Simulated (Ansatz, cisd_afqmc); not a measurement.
System: B2O2, charge 0, singlet. B2O2 (oxo(oxoboranyl)borane, SMILES O=BB=O).
B3LYP-D3(BJ)/def2-TZVP minimum from Ansatz (a quantum-chemistry and plane-wave program):
```xyz
4

O      0.0000     0.0000    -2.0159
B      0.0000     0.0000    -0.8179
B      0.0000     0.0000     0.8179
O      0.0000     0.0000     2.0159
```
Charge 0, spin multiplicity 1.

Total energies in cc-pVTZ, 18 correlated electrons, 4 frozen orbitals. Open shells are spin-unrestricted; no spin-orbit coupling. Correlated methods leave the cores frozen. No relativity. The Monte Carlo rows (phaseless AFQMC, CISD trial, step 0.005/hartree) carry one-sigma bars that omit the constraint's bias. Outlying blocks are dropped, and bars are widened where a walk drifts. Over all cases where full CI ran beside it in this data, AFQMC minus full CI had a median of +0.1 mEh and passed +0.4 mEh in a tenth of the cases.

```
method         program         energy (Eh)  minus CCSDT(Q) (mEh)
----------  ----------  ------------------  --------------------
HF              Ansatz          -199.25524                671.89
MP2             Ansatz          -199.89763                 29.50
CCSD            Ansatz          -199.89309                 34.04
CCSD(T)         Ansatz          -199.92451                  2.62
CCSDT(Q)        Ansatz          -199.92713                  0.00
AFQMC/CISD  cisd_afqmc  -199.9263 ± 0.0004             0.9 ± 0.4
```

Rough core times of Ansatz's runs on a shared machine: CCSD(T) under 20 s, CCSDT(Q) 40 min.
